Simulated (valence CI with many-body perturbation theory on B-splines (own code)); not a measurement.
# E1 line list for Xe21+

Calculated by configuration interaction combined with many-body perturbation theory (CI+MBPT): five valence electrons over a frozen Dirac-Fock core [Ar] 3d10, radial functions for each j: 11 s, 11 p, 10 d, 8 f, 5 g, 2 h, with the one-electron correlation potential Σ1 (screened to all orders), the two-electron term Σ2, the three-electron term Σ3, Breit, model QED; selected single and double excitations, second order for the rest, scaled by the run's own slope (own B-spline code, finite nucleus).

No measured spectrum was set against this ion. As an estimate, levels hold to about 250 cm⁻¹ or 0.2 % of their energy and the worst to 1 %, as in measured heavy ions of charge 2 to 7; those with d or f electrons hold less well. Among the levels kept, up to 2100 cm⁻¹ of a level comes from second order outside the variational space, and about a tenth of that is noise between levels of different J, which matters for small intervals.

Lines 201 to 250 of 552 in falling wavelength, among levels below 1773500 cm⁻¹, chosen from the strongest by gf and those to the six lowest levels. Wavelengths and rates use the calculated energies, so an error of 1000 cm⁻¹ moves a line at 13.40 nm by 0.13 % and its rate by three times that or more. Electric multipoles are in the length gauge, E1 and E2 with the static RPA response of the core. Weak lines are less certain than strong ones. Lines between different terms over intervals too small for the method are left out, as are lines whose strength nearly cancels. Where a level lies close to another of its J and parity, the split of strength between their lines is uncertain. The highest levels of a list are the least certain.

Levels are named by their leading jj configuration (3d3/2^4 stands for four electrons in 3d with j = 3/2), which in mixed levels can hold well under half, so a name can repeat and another be missing. Letters in brackets count levels of one name in rising energy.

```csv
λ vac (nm),Upper,Lower,A (s⁻¹),S (a.u.)
13.40,(4s^2 4p1/2 4p3/2 4f7/2) J=5/2 [a],(4s^2 4p1/2 4p3/2 4d5/2) J=5/2 [b],5.97e+10,4.26e-01
13.38,(4s 4p3/2^4) J=1/2,(4s^2 4p1/2 4p3/2^2) J=3/2,2.03e+10,4.81e-02
13.37,(4s^2 4p3/2 4d3/2 4d5/2) J=7/2 [b],(4s^2 4p3/2^2 4d5/2) J=9/2,2.64e+10,2.49e-01
13.36,(4s^2 4p3/2 4d3/2^2) J=5/2,(4s^2 4p3/2^2 4d3/2) J=5/2,1.38e+10,9.74e-02
13.36,(4s 4p1/2^2 4p3/2 4d5/2) J=3/2,(4s 4p1/2^2 4p3/2^2) J=1/2,4.29e+10,2.02e-01
13.34,(4s^2 4p1/2 4d3/2^2) J=5/2 [a],(4s 4p1/2 4p3/2^3) J=3/2 [b],1.83e+10,1.29e-01
13.33,(4s 4p1/2 4p3/2^2 4d5/2) J=3/2 [b],(4s 4p1/2 4p3/2^3) J=5/2,9.13e+10,4.27e-01
13.32,(4s^2 4p3/2 4d3/2 4d5/2) J=5/2 [b],(4s^2 4p3/2^2 4d3/2) J=3/2 [a],1.81e+10,1.26e-01
13.31,(4s^2 4p3/2 4d3/2 4d5/2) J=1/2,(4s^2 4p3/2^2 4d3/2) J=1/2,4.31e+10,1.00e-01
13.31,(4s^2 4p1/2 4p3/2 4d5/2) J=3/2 [a],(4s^2 4p1/2 4p3/2^2) J=3/2,6.45e+10,3.00e-01
13.28,(4s 4p1/2 4p3/2^2 4d5/2) J=5/2 [d],(4s 4p1/2 4p3/2^3) J=5/2,1.49e+10,1.04e-01
13.27,(4s^2 4p1/2 4p3/2 4d3/2) J=5/2 [b],(4s^2 4p1/2 4p3/2^2) J=5/2,4.95e+10,3.43e-01
13.26,(4s^2 4p1/2 4d5/2^2) J=7/2,(4s^2 4p1/2 4p3/2 4d5/2) J=9/2,2.83e+10,2.61e-01
13.25,(4s 4p1/2^2 4p3/2 4d3/2) J=7/2 [b],(4s 4p1/2^2 4p3/2^2) J=5/2,2.10e+10,1.93e-01
13.25,(4s^2 4p1/2 4p3/2 4d5/2) J=3/2 [b],(4s^2 4p1/2 4p3/2^2) J=1/2,5.06e+10,2.33e-01
13.24,(4s^2 4p1/2 4p3/2 4d5/2) J=7/2 [b],(4s^2 4p1/2 4p3/2^2) J=5/2,4.95e+10,4.53e-01
13.24,(4s^2 4p1/2 4p3/2 4f5/2) J=7/2 [b],(4s^2 4p1/2 4p3/2 4d5/2) J=7/2 [b],1.50e+10,1.37e-01
13.23,(4s^2 4p3/2 4d5/2^2) J=7/2,(4s^2 4p3/2^2 4d5/2) J=9/2,5.18e+10,4.73e-01
13.22,(4s^2 4p1/2 4d3/2 4d5/2) J=9/2,(4s^2 4p1/2 4p3/2 4d3/2) J=7/2,1.50e+10,1.71e-01
13.22,(4s^2 4p1/2 4d3/2 4d5/2) J=3/2 [a],(4s^2 4p1/2 4p3/2 4d3/2) J=3/2 [a],3.73e+10,1.70e-01
13.21,(4s 4p1/2^2 4p3/2 4d5/2) J=5/2 [b],(4s 4p1/2^2 4p3/2^2) J=3/2,7.02e+10,4.79e-01
13.19,(4s^2 4p1/2 4d5/2^2) J=5/2 [a],(4s^2 4p1/2 4p3/2 4d5/2) J=5/2 [a],2.25e+10,1.53e-01
13.19,(4s^2 4p1/2 4p3/2 4f7/2) J=3/2,(4s^2 4p3/2^2 4d3/2) J=1/2,1.75e+10,7.93e-02
13.19,(4s^2 4p1/2 4d3/2 4d5/2) J=5/2,(4s^2 4p1/2 4p3/2 4d3/2) J=5/2 [a],2.26e+10,1.54e-01
13.15,(4s^2 4p1/2 4p3/2 4f7/2) J=7/2,(4s^2 4p1/2 4p3/2 4d5/2) J=7/2 [b],8.64e+09,7.76e-02
13.15,(4s^2 4p1/2 4p3/2 4d3/2) J=3/2 [b],(4s^2 4p1/2 4p3/2^2) J=5/2,4.83e+10,2.17e-01
13.15,(4s 4p3/2^3 4d3/2) J=3/2 [b],(4s^2 4p1/2 4p3/2 4d5/2) J=5/2 [a],1.97e+10,8.85e-02
13.13,(4s 4p1/2^2 4p3/2 4d3/2) J=3/2 [c],(4s 4p1/2^2 4p3/2^2) J=3/2,3.86e+10,1.72e-01
13.12,(4s^2 4p3/2 4d3/2^2) J=3/2,(4s^2 4p3/2^2 4d3/2) J=5/2,5.14e+10,2.29e-01
13.08,(4s 4p1/2 4p3/2^2 4d5/2) J=3/2 [a],(4s 4p1/2 4p3/2^3) J=3/2 [a],2.82e+10,1.25e-01
13.08,(4s^2 4p1/2 4p3/2 4f7/2) J=9/2 [b],(4s^2 4p1/2 4p3/2 4d5/2) J=7/2 [b],1.29e+10,1.42e-01
13.05,(4s^2 4p1/2 4p3/2 4f7/2) J=5/2 [b],(4s^2 4p1/2 4p3/2 4d5/2) J=3/2 [b],2.09e+10,1.38e-01
13.03,(4s^2 4p3/2 4d5/2^2) J=7/2,(4s^2 4p3/2^2 4d5/2) J=7/2,1.65e+10,1.44e-01
13.03,(4s 4p1/2 4p3/2^2 4d3/2) J=3/2 [a],(4s 4p1/2^2 4p3/2^2) J=5/2,3.99e+09,1.74e-02
13.03,(4s 4p3/2^3 4d3/2) J=3/2 [c],(4s^2 4p1/2 4p3/2 4d5/2) J=3/2 [a],6.60e+10,2.88e-01
13.01,(4s^2 4p1/2 4d3/2^2) J=5/2 [b],(4s^2 4p1/2 4p3/2 4d3/2) J=7/2,1.72e+10,1.12e-01
13.01,(4s^2 4p1/2 4d3/2 4d5/2) J=3/2 [a],(4s^2 4p1/2 4p3/2 4d3/2) J=1/2 [a],1.83e+10,7.96e-02
13.00,(4s 4p1/2 4p3/2^2 4d5/2) J=3/2 [d],(4s 4p1/2 4p3/2^3) J=3/2 [b],1.95e+10,8.44e-02
12.99,(4s 4p1/2 4p3/2^2 4d5/2) J=3/2 [d],(4s^2 4p1/2^2 4d5/2) J=5/2,1.66e+10,7.19e-02
12.99,(4s^2 4p3/2^2 4d3/2) J=3/2 [b],(4s^2 4p3/2^3) J=3/2,5.95e+10,2.57e-01
12.98,(4s^2 4p1/2 4p3/2 4f5/2) J=5/2 [c],(4s^2 4p1/2 4p3/2 4d3/2) J=3/2 [b],2.54e+10,1.64e-01
12.97,(4s^2 4p3/2 4d5/2^2) J=5/2,(4s^2 4p3/2^2 4d5/2) J=7/2,8.95e+10,5.78e-01
12.96,(4s^2 4p3/2 4d3/2 4d5/2) J=3/2,(4s^2 4p1/2 4p3/2 4d5/2) J=1/2,4.67e+10,2.01e-01
12.96,(4s 4p1/2 4p3/2^2 4d5/2) J=3/2 [c],(4s 4p1/2 4p3/2^3) J=5/2,2.37e+10,1.02e-01
12.95,(4s^2 4p3/2 4d5/2^2) J=9/2,(4s^2 4p3/2^2 4d5/2) J=9/2,9.47e+10,1.02e+00
12.93,(4s^2 4p1/2 4p3/2 4f5/2) J=3/2 [b],(4s^2 4p1/2 4p3/2 4d3/2) J=3/2 [b],2.38e+10,1.01e-01
12.92,(4s 4p1/2 4p3/2^2 4d5/2) J=7/2 [d],(4s 4p1/2 4p3/2^3) J=5/2,4.53e+10,3.85e-01
12.91,(4s^2 4p1/2 4d5/2^2) J=1/2,(4s^2 4p1/2 4p3/2 4d5/2) J=3/2 [b],1.78e+11,3.78e-01
12.90,(4s 4p1/2 4p3/2^2 4d3/2) J=5/2 [a],(4s 4p1/2^2 4p3/2^2) J=5/2,8.52e+09,5.42e-02
12.90,(4s^2 4p1/2 4p3/2 4f5/2) J=7/2 [c],(4s^2 4p1/2 4p3/2 4d5/2) J=7/2 [b],8.72e+09,7.39e-02
```
